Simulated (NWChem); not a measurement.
All runs are NWChem calculations. System: HSi, charge 2, spin multiplicity 2, at the geometry of a parent with another charge or spin, in a state set for the comparison that need not be this species' ground state. Its SCF solution wasn't tested for a lower state. Level: UB3LYP/def2-TZVP, VWN1-RPA local correlation.

Job file:

```
start mol
memory heap 200 mb stack 900 mb global 1100 mb
charge 2
geometry units angstroms nocenter noautoz
  Si     0.000000     0.000000     0.102796
  H      0.000000     0.000000    -1.439142
  symmetry group C2v
end
basis spherical
  * library def2-tzvp
end
dft
  xc b3lyp
  odft
  mult 2
  semidirect memsize 60000000 filesize 0
  iterations 100
end
task dft energy
```

Output (cleaned and shortened):

```
             Northwest Computational Chemistry Package (NWChem) 7.3.0
             --------------------------------------------------------

                                NWChem Input Module
                                -------------------

 Scaling coordinates for geometry "geometry" by  1.889725989
 (inverse scale =  0.529177249)

 Turning off AUTOSYM since
 SYMMETRY directive was detected!

                             Geometry "geometry" -> ""
                             -------------------------

 Output coordinates in angstroms (scale by  1.889725989 to convert to a.u.)

  No.       Tag          Charge          X              Y              Z
 ---- ---------------- ---------- -------------- -------------- --------------
    1 Si                  14.0000     0.00000000     0.00000000     0.10279600
    2 H                    1.0000     0.00000000     0.00000000    -1.43914200

 Effective nuclear repulsion energy (a.u.)       4.8046558850

            Nuclear Dipole moment (a.u.)
            ----------------------------
        X                 Y               Z
 ---------------- ---------------- ----------------
     0.0000000000     0.0000000000     0.0000037795

      Symmetry information
      --------------------

 Group name             C2v
 Group number             16
 Group order               4
 No. of unique centers     2

      Symmetry unique atoms

     1    2


 Summary of "ao basis" -> "" (spherical)
 ------------------------------------------------------------------------------
       Tag                 Description            Shells   Functions and Types
 ---------------- ------------------------------  ------  ---------------------
 *                         def2-tzvp                  on all atoms

                                 NWChem DFT Module
                                 -----------------

 Summary of "ao basis" -> "ao basis" (spherical)
 ------------------------------------------------------------------------------
       Tag                 Description            Shells   Functions and Types
 ---------------- ------------------------------  ------  ---------------------
 Si                        def2-tzvp                13       37   5s5p2d1f
 H                         def2-tzvp                 4        6   3s1p

 Summary of "ao basis" -> "ao basis" (spherical)
 ------------------------------------------------------------------------------
       Tag                 Description            Shells   Functions and Types
 ---------------- ------------------------------  ------  ---------------------
 Si                        def2-tzvp                13       37   5s5p2d1f
 H                         def2-tzvp                 4        6   3s1p

      Symmetry analysis of basis
      --------------------------

        a1         20
        a2          3
        b1         10
        b2         10

            General Information
            -------------------
          SCF calculation type: DFT
          Wavefunction type:  spin polarized.
          No. of atoms     :     2
          No. of electrons :    13
           Alpha electrons :     7
            Beta electrons :     6
          Charge           :     2
          Spin multiplicity:     2
          Use of symmetry is: on ; symmetry adaption is: on
          Maximum number of iterations: 100
          AO basis - number of functions:    43
                     number of shells:    17
          Convergence on energy requested:  1.00D-06
          Convergence on density requested:  1.00D-05
          Convergence on gradient requested:  5.00D-04

              XC Information
              --------------
                         B3LYP Method XC Potential
                     Hartree-Fock (Exact) Exchange  0.200
                        Slater Exchange Functional  0.800 local
                    Becke 1988 Exchange Functional  0.720 non-local
              Lee-Yang-Parr Correlation Functional  0.810
                  VWN I RPA Correlation Functional  0.190 local

             Grid Information
             ----------------
          Grid used for XC integration:  medium
          Radial quadrature: Mura-Knowles
          Angular quadrature: Lebedev.
          Tag              B.-S. Rad. Rad. Pts. Rad. Cut. Ang. Pts.
          ---              ---------- --------- --------- ---------
          Si                  1.10       88           8.0       590
          H                   0.35       45           8.0       434
          Grid pruning is: on
          Number of quadrature shells:   133
          Spatial weights used:  Erf1

          Convergence Information
          -----------------------
          Convergence aids based upon iterative change in
          total energy or number of iterations.
          Levelshifting, if invoked, occurs when the
          HOMO/LUMO gap drops below (HL_TOL):  1.00D-02
          DIIS, if invoked, will attempt to extrapolate
          using up to (NFOCK): 10 stored Fock matrices.

                    Damping( 0%)  Levelshifting(0.5)       DIIS
                  --------------- ------------------- ---------------
          dE  on:    start            ASAP                start
          dE off:    2 iters        100 iters           100 iters

      Screening Tolerance Information
      -------------------------------
          Density screening/tol_rho:  1.00D-10
          AO Gaussian exp screening on grid/accAOfunc:  14
          CD Gaussian exp screening on grid/accCDfunc:  20
          XC Gaussian exp screening on grid/accXCfunc:  20
          Schwarz screening/accCoul:  1.00D-08
[...]
 !! scf_movecs_sym_adapt:    8 vectors were symmetry contaminated

  Symmetry fudging

 !! scf_movecs_sym_adapt:    4 vectors were symmetry contaminated

 !! scf_movecs_sym_adapt:    2 vectors were symmetry contaminated

  Symmetry fudging

 !! scf_movecs_sym_adapt:    2 vectors were symmetry contaminated

 d= 0,ls=0.0,diis     7   -289.0408239206 -2.58D-07  3.25D-06  7.23D-09     0.4
                                                     3.52D-06  3.48D-09

         Total DFT energy =     -289.040823920619
      One electron energy =     -400.192696961093
           Coulomb energy =      126.990415257027
    Exchange-Corr. energy =      -20.643198101548
 Nuclear repulsion energy =        4.804655884994

 Numeric. integr. density =       12.999996659554

     Total iterative time =      0.3s

                  Occupations of the irreducible representations
                  ----------------------------------------------

                     irrep           alpha         beta
                     --------     --------     --------
                     a1                5.0          4.0
                     a2                0.0          0.0
                     b1                1.0          1.0
                     b2                1.0          1.0

                    DFT Final Alpha Molecular Orbital Analysis
                    ------------------------------------------

 Vector    5  Occ=1.000000D+00  E=-4.418172D+00  Symmetry=a1
              MO Center= -1.3D-17, -1.3D-17,  1.0D-01, r^2= 1.0D-01
   Bfn.  Coefficient  Atom+Function         Bfn.  Coefficient  Atom+Function
  ----- ------------  ---------------      ----- ------------  ---------------
     8      0.718204  1 Si pz                11      0.340027  1 Si pz
    14      0.079158  1 Si pz

 Vector    6  Occ=1.000000D+00  E=-1.141851D+00  Symmetry=a1
              MO Center=  3.2D-16, -2.4D-16, -4.7D-01, r^2= 1.2D+00
   Bfn.  Coefficient  Atom+Function         Bfn.  Coefficient  Atom+Function
  ----- ------------  ---------------      ----- ------------  ---------------
     4      0.786869  1 Si s                  3     -0.391582  1 Si s
    39      0.204561  2 H  s                  5      0.161205  1 Si s
    38      0.145438  2 H  s                 17     -0.106541  1 Si pz
     2      0.091763  1 Si s                  1      0.068765  1 Si s
     8      0.043243  1 Si pz                23      0.043171  1 Si d  0

 Vector    7  Occ=1.000000D+00  E=-9.376385D-01  Symmetry=a1
              MO Center= -1.8D-16, -3.3D-16, -4.9D-02, r^2= 1.8D+00
   Bfn.  Coefficient  Atom+Function         Bfn.  Coefficient  Atom+Function
  ----- ------------  ---------------      ----- ------------  ---------------
     4      0.546111  1 Si s                 17      0.416265  1 Si pz
    39     -0.288184  2 H  s                  3     -0.245157  1 Si s
    14      0.189246  1 Si pz                38     -0.169516  2 H  s
     8     -0.152046  1 Si pz                 5      0.126552  1 Si s
    11     -0.077175  1 Si pz                40     -0.058416  2 H  s

 Vector    8  Occ=0.000000D+00  E=-7.141282D-01  Symmetry=b1
              MO Center= -9.5D-16,  1.6D-31,  9.1D-02, r^2= 1.7D+00
   Bfn.  Coefficient  Atom+Function         Bfn.  Coefficient  Atom+Function
  ----- ------------  ---------------      ----- ------------  ---------------
    15      0.694441  1 Si px                12      0.253672  1 Si px
     6     -0.214432  1 Si px                18      0.179286  1 Si px
     9     -0.101602  1 Si px

 Vector    9  Occ=0.000000D+00  E=-7.141282D-01  Symmetry=b2
              MO Center=  6.2D-32, -1.8D-16,  9.1D-02, r^2= 1.7D+00
   Bfn.  Coefficient  Atom+Function         Bfn.  Coefficient  Atom+Function
  ----- ------------  ---------------      ----- ------------  ---------------
    16      0.694441  1 Si py                13      0.253672  1 Si py
     7     -0.214432  1 Si py                19      0.179286  1 Si py
    10     -0.101602  1 Si py

 Vector   10  Occ=0.000000D+00  E=-5.314800D-01  Symmetry=a1
              MO Center=  1.0D-15,  1.1D-15, -1.2D-01, r^2= 2.5D+00
   Bfn.  Coefficient  Atom+Function         Bfn.  Coefficient  Atom+Function
  ----- ------------  ---------------      ----- ------------  ---------------
    17      0.606918  1 Si pz                40      0.545232  2 H  s
    39      0.385584  2 H  s                 20      0.346756  1 Si pz
     5     -0.335892  1 Si s                  4     -0.324535  1 Si s
    28      0.218609  1 Si d  0              23      0.188635  1 Si d  0
    14      0.176657  1 Si pz                38      0.166207  2 H  s

                     DFT Final Beta Molecular Orbital Analysis
                     -----------------------------------------

 Vector    4  Occ=1.000000D+00  E=-4.419009D+00  Symmetry=b2
              MO Center= -3.9D-34,  9.9D-18,  1.0D-01, r^2= 1.0D-01
   Bfn.  Coefficient  Atom+Function         Bfn.  Coefficient  Atom+Function
  ----- ------------  ---------------      ----- ------------  ---------------
     7      0.716705  1 Si py                10      0.342496  1 Si py
    13      0.077732  1 Si py

 Vector    5  Occ=1.000000D+00  E=-4.407995D+00  Symmetry=a1
              MO Center= -1.3D-17, -1.3D-17,  1.0D-01, r^2= 1.0D-01
   Bfn.  Coefficient  Atom+Function         Bfn.  Coefficient  Atom+Function
  ----- ------------  ---------------      ----- ------------  ---------------
     8      0.717262  1 Si pz                11      0.341662  1 Si pz
    14      0.078186  1 Si pz

 Vector    6  Occ=1.000000D+00  E=-1.093509D+00  Symmetry=a1
              MO Center=  4.0D-16,  3.0D-15, -3.9D-01, r^2= 1.2D+00
   Bfn.  Coefficient  Atom+Function         Bfn.  Coefficient  Atom+Function
  ----- ------------  ---------------      ----- ------------  ---------------
     4      0.833500  1 Si s                  3     -0.411674  1 Si s
     5      0.178785  1 Si s                 17     -0.146959  1 Si pz
    39      0.134023  2 H  s                 38      0.107002  2 H  s
     2      0.097576  1 Si s                  1      0.072110  1 Si s
    14     -0.059738  1 Si pz                 8      0.052246  1 Si pz

 Vector    7  Occ=0.000000D+00  E=-7.966699D-01  Symmetry=a1
              MO Center= -8.1D-16, -1.3D-15, -9.4D-02, r^2= 1.9D+00
   Bfn.  Coefficient  Atom+Function         Bfn.  Coefficient  Atom+Function
  ----- ------------  ---------------      ----- ------------  ---------------
     4      0.458780  1 Si s                 17      0.429954  1 Si pz
    39     -0.255904  2 H  s                  3     -0.211283  1 Si s
    14      0.179624  1 Si pz                 5      0.158601  1 Si s
     8     -0.154972  1 Si pz                38     -0.149929  2 H  s
    20      0.086664  1 Si pz                40     -0.086472  2 H  s

 Vector    8  Occ=0.000000D+00  E=-6.976706D-01  Symmetry=b2
              MO Center= -2.8D-31, -5.5D-16,  2.1D-02, r^2= 1.8D+00
   Bfn.  Coefficient  Atom+Function         Bfn.  Coefficient  Atom+Function
  ----- ------------  ---------------      ----- ------------  ---------------
    16      0.683407  1 Si py                13      0.249106  1 Si py
     7     -0.212832  1 Si py                19      0.195301  1 Si py
    10     -0.098760  1 Si py                27     -0.048536  1 Si d -1

 Vector    9  Occ=0.000000D+00  E=-6.976706D-01  Symmetry=b1
              MO Center=  6.5D-16,  4.1D-31,  2.1D-02, r^2= 1.8D+00
   Bfn.  Coefficient  Atom+Function         Bfn.  Coefficient  Atom+Function
  ----- ------------  ---------------      ----- ------------  ---------------
    15      0.683407  1 Si px                12      0.249106  1 Si px
     6     -0.212832  1 Si px                18      0.195301  1 Si px
     9     -0.098760  1 Si px                29      0.048536  1 Si d  1

   alpha - beta orbital overlaps
   -----------------------------

   alpha      1      2      3      4      5      6      7      8      9     10
    beta      1      2      3      4      5      6      7      9      8     10
 overlap   1.000  1.000  1.000  1.000  1.000  0.994  0.997  0.998  0.998  0.993

   alpha     11     12     13     14     15     16     17     18     19     20
    beta     12     11     13     14     15     16     18     17     19     20
 overlap   0.996  0.996  1.000  1.000  0.997  0.998  0.998  0.998  0.983  0.982

   alpha     21     22     23     24     25     26     27     28     29     30
    beta     21     22     23     24     26     25     27     29     28     30
 overlap   0.934  0.934  0.993  0.993  0.935  0.935  0.999  0.993  0.993  1.000

   alpha     31     32     33     34     35     36     37     38     39     40
    beta     31     32     34     33     35     37     36     38     39     41
 overlap   1.000  0.999  0.999  0.999  0.999  1.000  1.000  0.999  0.999  1.000

   alpha     41     42     43
    beta     40     42     43
 overlap   1.000  1.000  1.000

     --------------------------
     Expectation value of S2:
     --------------------------
      <S2> =      0.7591 (Exact =     0.7500)

 center of mass
 --------------
 x =   0.00000000 y =   0.00000000 z =   0.09293952

 moments of inertia (a.u.)
 ------------------
           8.259372324814           0.000000000000           0.000000000000
           0.000000000000           8.259372324814           0.000000000000
           0.000000000000           0.000000000000           0.000000000000

     Multipole analysis of the density
     ---------------------------------

     L   x y z        total         alpha         beta         nuclear
     -   - - -        -----         -----         ----         -------
     0   0 0 0      2.000000     -7.000000     -6.000000     15.000000

     1   1 0 0     -0.000000      0.000000     -0.000000      0.000000
     1   0 1 0     -0.000000      0.000000     -0.000000      0.000000
     1   0 0 1     -0.228632      0.009454     -0.238091      0.000004

     2   2 0 0     -4.482907     -2.726657     -1.756250      0.000000
     2   1 1 0      0.000000     -0.000000      0.000000      0.000000
     2   1 0 1      0.000000     -0.000000      0.000000      0.000000
     2   0 2 0     -4.482907     -2.726657     -1.756250      0.000000
     2   0 1 1      0.000000     -0.000000      0.000000      0.000000
     2   0 0 2     -3.038405     -7.909604     -3.053235      7.924434

 Task  times  cpu:        0.4s     wall:        0.4s

 Total times  cpu:        0.4s     wall:        0.4s
```
